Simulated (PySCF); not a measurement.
Cl3Ga, SMILES [Cl][Ga+]([Cl])[Cl] (connectivity only; charge and spin as stated), charge +1, multiplicity 2.

Geometry optimised at PBE0-D3(BJ)/def2-SVP.

These are PySCF with PBE/def2-TZVPD values and carry that method's errors.

Isolated molecule, no solvent.

```
Property                                                            Value
------------------------------------------------  -----------------------
total energy                                          -3304.41210 hartree
point group                                                           C2v
α spin, highest occupied and lowest empty level       -13.69 and -9.17 eV
β spin, highest occupied and lowest empty level      -13.67 and -12.97 eV
dipole moment about the centre of nuclear charge                   0.81 D
mean static polarisability                          69.5 bohr³ (10.29 Å³)
polarisability, principal values                   44.1, 81.5, 82.9 bohr³
⟨S²⟩                                              0.753 (pure state 0.75)
```
